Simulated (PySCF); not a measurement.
HO4Re, singlet, at a GFN2-xTB geometry (such geometries of metal compounds can be far from the true shape) (core potentials on Re). Base run: DF-TPSS/def2-SVP run with PySCF.

Input for PySCF:
```python
from pyscf import gto, scf, dft

mol = gto.Mole()
mol.atom = '''
    Re    0.00720066   -0.00566485   -0.00452696
    O     0.99984338    0.87729986   -1.01190406
    O     1.02680502   -0.75889430    1.07844451
    O    -0.61787859   -1.22670310   -0.95221699
    O    -1.23740653    0.97348381    0.77794252
    H    -1.91095539    1.50337347    1.20139455
'''
mol.basis = 'def2-svp'
mol.ecp = {'Re': 'def2-svp'}
mol.verbose = 3
mol.build()

mf = dft.RKS(mol)
mf.xc = 'tpss'
mf = mf.density_fit(auxbasis='def2-universal-jkfit')
mf.kernel()
mf.analyze()
```

Variants of this job, named by their change:

```tsv
change	ΔE vs base (µEh)	grid points	electrons on the grid
base	0.0	90448	48.00000
grids.atom_grid = (99, 590)	-15.1	187840	48.00000
grids.level = 7	-5.6	496392	48.00000
grids.level = 2	48.3	65800	47.99995
grids.prune = off	0.1	149104	48.00000
grids.prune = dft.gen_grid.treutler_prune	-23.1	80944	48.00000
grids.level = 1	-8.8	32128	48.00009
grids.level = 4	-7.7	163784	48.00000
grids.radi_method = mura_knowles	-3.1	83928	48.00000
grids.atom_grid = (150, 974)	-5.3	468120	48.00000
small_rho_cutoff = 0	0.0	90448	48.00000
```
